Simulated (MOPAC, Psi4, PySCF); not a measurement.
Intermolecular potential of C4H12O3Si ··· CH4O (SMILES CO[Si](C)(OC)OC and CO), singlet. Monomers: optimised at B3LYP-D3(BJ) (def2-SVP and def2-TZVP), held rigid. Orientation: lowest of the rigid-body minima from ten starts at GFN2-xTB. The monomers approach along the line of their centres of mass (distance R); nothing else relaxes.

- PM3, restricted, heats of formation (MOPAC)
- RMP2/3-21G = restricted MP2 (frozen core)/3-21G, no counterpoise correction run with PySCF 2.14.0
- wB97X-D/def2-TZVP, counterpoise-corrected (Psi4)

Interaction energies in kcal/mol:

```
R / Å    PM3  RMP2/3-21G
-----  -----  ----------
3.25    6.80      -10.53
3.44   -1.85      -13.30
3.66   -2.91      -12.89
3.88   -2.08      -10.99
4.05   -2.14       -9.25
4.35   -2.13       -6.36
4.69   -1.64       -3.87
5.14   -1.13       -2.04
5.86   -0.68       -0.99
6.83   -0.39       -0.51
8.12   -0.21       -0.26
```

**Question.** Predict the corresponding wB97X-D/def2-TZVP column.

**Answer.** 3.25: -1.54; 3.44: -5.60; 3.66: -6.78; 3.88: -6.32; 4.05: -5.59; 4.35: -4.26; 4.69: -3.05; 5.14: -1.97; 5.86: -1.02; 6.83: -0.49; 8.12: -0.23 (kcal/mol).
